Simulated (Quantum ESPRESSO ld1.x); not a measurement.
Values are calculated unless marked as measured or tabulated.
F, configuration [He] 2s2 2p5.

Code: ld1.x of Quantum ESPRESSO 7.5. Model: scalar-relativistic Kohn-Sham, LDA (Slater exchange, VWN5 correlation), spin-polarised, spherical densities, point nucleus; open shells are filled with parallel spins first.

Energy parts (Ry):
| part | energy |
|---|---|
| total | -198.4128 |
| kinetic | 197.9093 |
| electron-nucleus | -476.2061 |
| Hartree | 99.1840 |
| exchange-correlation | -19.3000 |

Orbitals (lengths in bohr, moments of r in powers of bohr; <r^-3> diverges for s and p1/2; r(max) is where P^2 peaks):
orbital  occ.  eigenvalue (Ry)  <r^-3>  r(max)  <1/r>
1s up       1         -48.4547       -   0.115  8.585
1s down     1         -48.3932       -   0.115  8.591
2s up       1         -2.23399       -   0.764  1.462
2s down     1         -2.11396       -   0.770  1.445
2p up       3         -0.88358   8.007   0.700  1.287
2p down     2         -0.76719   7.654   0.711  1.256

The highest occupied level is 2p down at -10.438 eV. Spin moment in Bohr magnetons: 1. Summed over all electrons, <r^2> = 10.74 bohr^2, which gives a Langevin (diamagnetic) susceptibility term of -8.51 x 10^-6 cm^3/mol. For comparison, the ionisation energy in NIST's Atomic Spectra Database is 17.423 eV (measured). In exact Kohn-Sham theory the highest level is minus the ionisation energy, but local and semilocal functionals leave it too shallow, through self-interaction and a potential that decays too fast; potentials with the right tail come closer. The density falls to 0.001 e/bohr^3 at r = 3.12 bohr.
